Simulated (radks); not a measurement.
Initial-state core-level shifts of the tungsten ion W+ when its valence configuration changes from [Xe] 4f14 5d4 6s1. All-electron calculation, Dirac Kohn-Sham, PBE, spin-unpolarised, spherical densities, finite nucleus; open shells are shared between the two j in proportion to 2j + 1; Fermi nuclear charge, rms radius 5.3658 fm. Program: a radial shooting solver on a logarithmic mesh with Libxc functionals. Shifts are changes of the shell-averaged eigenvalues in eV (positive: less bound); the change of the density at the nucleus, which sets a Mossbauer isomer shift, is in e/bohr^3, on a base of 1.424e+06.

valence                    2s       3p       3d       4d  density at nucleus
4f13 5d5 6s1          -10.486  -11.887  -11.762  -10.046               +90.0
4f14 5d4 6p1           -1.461   -1.466   -1.464   -1.467               -90.3
4f13.5 5d4 6s1.5       -6.590   -7.253   -7.198   -6.381              +100.7
4f13.5 5d4 6s1 6p0.5   -7.340   -8.004   -7.948   -7.133               +54.4
4f14 5d3 6s2           -2.818   -2.776   -2.789   -2.784              +113.7
4f14 5d2 6s2 6p1       -7.439   -7.337   -7.366   -7.346              +148.4
4f14 5d3.5 6s1 6p0.5   -2.117   -2.100   -2.105   -2.104                +9.7
4f13 5d4 6s2          -13.531  -14.888  -14.777  -13.042              +210.8
4f14 5d5               +2.485   +2.458   +2.468   +2.470               -97.7
